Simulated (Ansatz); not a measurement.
Cost and result for the atomization energy of C₂H₁₀ClNSi₂, SMILES `CN(C)[SiH]([SiH3])Cl` (16 atoms, 15 bonds).

```xyz
16

C     1.3975   -0.4703   -0.6382
N     0.2861   -0.6789    0.2603
C     0.4615   -1.8180    1.1332
Si   -0.8203    0.5594    0.6404
Si   -1.3693    1.8356   -1.2402
Cl   -0.1079    1.9305    2.0472
H     2.3360   -0.2847   -0.0983
H     1.5448   -1.3502   -1.2753
H     1.2148    0.3870   -1.2897
H    -0.4156   -1.9503    1.7692
H     0.5927   -2.7331    0.5436
H     1.3400   -1.7080    1.7836
H    -1.9839   -0.0858    1.2960
H    -1.8602    0.9711   -2.3479
H    -0.1805    2.5935   -1.7156
H    -2.4358    2.8022   -0.8683
```

The species carries charge 0 and has multiplicity 1. All single points use the PBE0-D4/def2-TZVP geometry. It is one conformer, not always the lowest. Program: Ansatz. All runs use 8 threads of a server CPU on a shared host. Times are those of one run each, without the atoms' runs, and a repeat can differ threefold. Electronic energies, without spin–orbit coupling; frozen cores. CCSD(T)/CBS adds CCSD(T) − MP2 in def2-TZVPP to the MP2 limit, and its time is that of the two runs behind it. T1 = 0.011. B3LYP takes the VWN-RPA correlation (the form of Gaussian; ORCA's B3LYP/G).

CCSD(T)/CBS is a level of theory with its own doubt, some kJ/mol a heavy atom from the limit and from the frozen cores, so smaller differences don't rank the functionals.

```json
{"level": "revPBE-D4/def2-TZVPP", "functions": "359", "wall time": "4.7 s", "atomization (kcal/mol)": "1310.2", "difference from CCSD(T)/CBS": "-12.9", "per bond": "-0.9"}
{"level": "PBE-D4/def2-TZVPP (with forces)", "functions": "359", "wall time": "5.5 s", "atomization (kcal/mol)": "1335.0", "difference from CCSD(T)/CBS": "11.9", "per bond": "0.8"}
{"level": "BLYP-D4/def2-TZVPP", "functions": "359", "wall time": "5.5 s", "atomization (kcal/mol)": "1314.9", "difference from CCSD(T)/CBS": "-8.2", "per bond": "-0.5"}
{"level": "BHLYP-D4/def2-TZVPP", "functions": "359", "wall time": "9.5 s", "atomization (kcal/mol)": "1298.4", "difference from CCSD(T)/CBS": "-24.7", "per bond": "-1.7"}
{"level": "B3LYP-D4/def2-TZVPP (with forces)", "functions": "359", "wall time": "15 s", "atomization (kcal/mol)": "1323.8", "difference from CCSD(T)/CBS": "0.7", "per bond": "0.0"}
{"level": "PBE-QIDH/def2-TZVPP", "functions": "359", "wall time": "16 s", "atomization (kcal/mol)": "1312.6", "difference from CCSD(T)/CBS": "-10.5", "per bond": "-0.7"}
{"level": "B2PLYP/def2-TZVPP", "functions": "359", "wall time": "19 s", "atomization (kcal/mol)": "1304.9", "difference from CCSD(T)/CBS": "-18.2", "per bond": "-1.2"}
{"level": "B97M-V/def2-TZVPP", "functions": "359", "wall time": "20 s", "atomization (kcal/mol)": "1327.2", "difference from CCSD(T)/CBS": "4.1", "per bond": "0.3"}
{"level": "ωB97M-V/def2-TZVPP (with forces)", "functions": "359", "wall time": "25 s", "atomization (kcal/mol)": "1326.6", "difference from CCSD(T)/CBS": "3.5", "per bond": "0.2"}
{"level": "CCSD(T)/def2-SVP", "functions": "146", "wall time": "27 s", "atomization (kcal/mol)": "1243.2", "difference from CCSD(T)/CBS": "-79.9", "per bond": "-5.3"}
{"level": "MP2/def2-QZVPP", "functions": "681", "wall time": "73 s", "atomization (kcal/mol)": "1316.5", "difference from CCSD(T)/CBS": "-6.6", "per bond": "-0.4"}
{"level": "CCSD(T)/def2-TZVPP", "functions": "359", "wall time": "15 min", "atomization (kcal/mol)": "1288.1", "difference from CCSD(T)/CBS": "-35.0", "per bond": "-2.3"}
{"level": "CCSD(T)/CBS(def2)", "functions": "–", "wall time": "16 min", "atomization (kcal/mol)": "1323.1", "difference from CCSD(T)/CBS": "0.0", "per bond": "0.0"}
```

From PBE to PBE0 (25 % exact exchange), in def2-TZVPP and without D4, the atomization energy moves by −11.6 kcal/mol: exact exchange takes away binding that semilocal exchange gives to molecules. At CCSD(T), def2-SVP lies −80.0 kcal/mol from the extrapolated value and def2-TZVPP −35.1 kcal/mol: correlation converges slowly with the basis, and small sets miss more of it in the bonded molecule than in its fragments. In def2-TZVPP, CCSD(T) changes the Hartree–Fock value by +309.6 kcal/mol (the triples alone add +16.4 kcal/mol) and MP2 by +317.1 kcal/mol; breaking electron pairs costs correlation energy, which Hartree–Fock lacks.
